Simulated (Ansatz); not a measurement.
The cluster GeSb2. Total charge 0; singlet. Geometry PBE-D4/def2-TZVP; atoms count from 1.

Cartesian coordinates in Å:
```
Sb 0.328 -1.126 1.005
Sb 0.453 1.455 0.253
Ge -0.781 -0.329 -1.258
```

In the def2 sets Sb takes a core potential; there is no spin–orbit coupling. The structure comes from a short search, and lower isomers may exist.

Estimate the Mulliken populations from the PBE0/def2-TZVP orbitals of Ansatz.


```tsv
atom	charge (e)
Sb1	0.00
Sb2	0.00
Ge3	0.01
```
Mulliken values depend strongly on the basis.

And the Mayer bond orders between heavy atoms (over 0.3)?

Sb1–Sb2 1.66 (2.69 Å); Sb1–Ge3 1.27 (2.64 Å); Sb2–Ge3 1.27 (2.64 Å).
